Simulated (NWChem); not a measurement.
**HAlF2O**

```xyz
5

Al    -0.0116    -0.0073     0.0000
F      0.9028    -1.3857     0.0000
F     -1.6549    -0.1603     0.0000
O      0.6646     1.5333     0.0000
H      1.6025     1.7424     0.0000
```
Charge 0, spin multiplicity 1.

Program: NWChem. The geometry was optimised at B3LYP/def2-SVP, a minimum by its harmonic frequencies. It is one conformer; others weren't searched.

Symmetry labels belong to the abelian group Cs used in the runs, with the axes of the coordinates shown; states degenerate in a higher group split over its labels.

B3LYP has NWChem's definition, with VWN1-RPA local correlation. The Pople sets run with spherical d functions. The structure started from a generated list of species.

**Question.** List the lowest 4 singlet excitations that TD-B3LYP/6-31+G* (spherical d), VWN1-RPA local correlation gives, with oscillator strengths.

**Answer.** 
```tsv
state	symmetry	energy (eV)	wavelength (nm)	f
1	a"	6.76	183	0.041
2	a'	7.19	173	0.045
3	a'	8.33	149	0.031
4	a"	8.48	146	0.000
```
